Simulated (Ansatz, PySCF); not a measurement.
PbCl3, SMILES [Cl][Pb-]([Cl])[Cl], charge -1. Atoms are numbered in the order given.

```xyz
4

Pb     0.0000     0.0000     0.4850
Cl     2.0450     1.1807    -0.7023
Cl    -2.0451     1.1808    -0.7023
Cl     0.0001    -2.3615    -0.7023
```
Charge -1, spin multiplicity 1.

The structure is a stationary point at B3LYP-D3(BJ)/def2-SVPD. The isomer is the one that the SMILES or the coordinates give; other isomers of the formula were not compared. The def2 effective core potentials stand for the cores of Pb; spin–orbit coupling is left out.

Two levels are set side by side: PBE-D3(BJ)/def2-SVPD (Ansatz, a program for electronic structure) and B3LYP-D3(BJ)/def2-SVPD (Ansatz). Each level has its own optimised geometry; the coordinates shown are those of the second. Frequencies come from the Hessian of PySCF at each geometry. Differences are taken from unrounded values.

```csv
quantity,B3LYP-D3(BJ)
mean bond length (Å),2.643
bond Pb1–Cl2 (Å),2.643
bond Pb1–Cl3 (Å),2.643
bond Pb1–Cl4 (Å),2.643
highest harmonic wavenumber (cm⁻¹),257
mean harmonic wavenumber (cm⁻¹),157
zero-point energy (kcal/mol),1.35
```

Problem. What does PBE-D3(BJ) give, and how far is it from B3LYP-D3(BJ)? (An estimate is asked for; the answer gives what the named calculation found.)

Solution. 
```tsv
quantity	PBE-D3(BJ)	PBE-D3(BJ) minus B3LYP-D3(BJ)
mean bond length (Å)	2.641	-0.002
bond Pb1–Cl2 (Å)	2.641	-0.002
bond Pb1–Cl3 (Å)	2.641	-0.002
bond Pb1–Cl4 (Å)	2.641	-0.002
highest harmonic wavenumber (cm⁻¹)	255	-2
mean harmonic wavenumber (cm⁻¹)	155	-2
zero-point energy (kcal/mol)	1.33	-0.02
```

On these quantities the two levels nearly agree.
